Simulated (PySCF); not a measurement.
Predicted microwave data (PySCF 2.14.0, PBE0-D3(BJ)/def2-SVP geometry optimisation, gas phase) for one isomer of C4H7NSi:

```
Rotational constants : A = 4404, B = 2141, C = 1655 MHz
Dipole components    : |μa| = 3.15 D, |μb| = 2.04 D, |μc| = 0.02 D
Inertial defect      : -45.46 u·Å²
κ                    : -0.65
```

Question: Which structure is it? (One computed conformer of each.)
A. `[CH:1]#[C:2][Si@@H:3]([CH3:4])[N:5]=[CH2:6]` with C2–Si3–N5–C6 118°
B. `[CH:1]#[C:2]/[CH:3]=[N:4]\[SiH2:5][CH3:6]` with C3–N4–Si5–C6 119°
C. `[N:1]#[C:2][SiH:3]1[CH2:4][CH2:5][CH2:6]1` with C2–Si3–C4–C5 -133°, Si3–C4–C5–C6 21°, C4–C5–C6–Si3 -21°, C2–Si3–C6–C5 133°
D. `c1cccn1[SiH3]`
E. `[N:1]#[C:2][SiH2:3][CH:4]1[CH2:5][CH2:6]1` with C2–Si3–C4–C5 38° (cyclopropyl cyanosilane)

Answer: E. It is N#C[SiH2]C1CC1, an asymmetric top. The candidates at the same level (rigid rotor, commonest isotopes):

```csv
SMILES,A (MHz),B (MHz),C (MHz),μa (D),μb (D),μc (D),Δ (u·Å²),point group,rotor
C#C/C=N\[SiH2]C,6142,1494,1362,0.89,1.16,0.62,-49.58,C1,near-prolate asymmetric top
[SiH3]n1cccc1,8281,2075,1693,1.41,0.00,0.01,-6.12,–,asymmetric top
N#C[SiH2]C1CC1,4404,2141,1655,3.15,2.04,0.02,-45.46,near Cs,asymmetric top
N#C[SiH]1CCC1,6974,1751,1617,3.77,0.00,0.64,-48.51,Cs,near-prolate asymmetric top
C#C[Si@@H](C)N=C,3834,2090,1478,0.35,0.14,0.73,-31.61,C1,asymmetric top
```

`[SiH3]n1cccc1` has A 88 % too high; `C#C/C=N\[SiH2]C` has A 39 % too high; `N#C[SiH]1CCC1` has A 58 % too high; `C#C[Si@@H](C)N=C` has A 13 % too low. No structure here is proved a minimum.
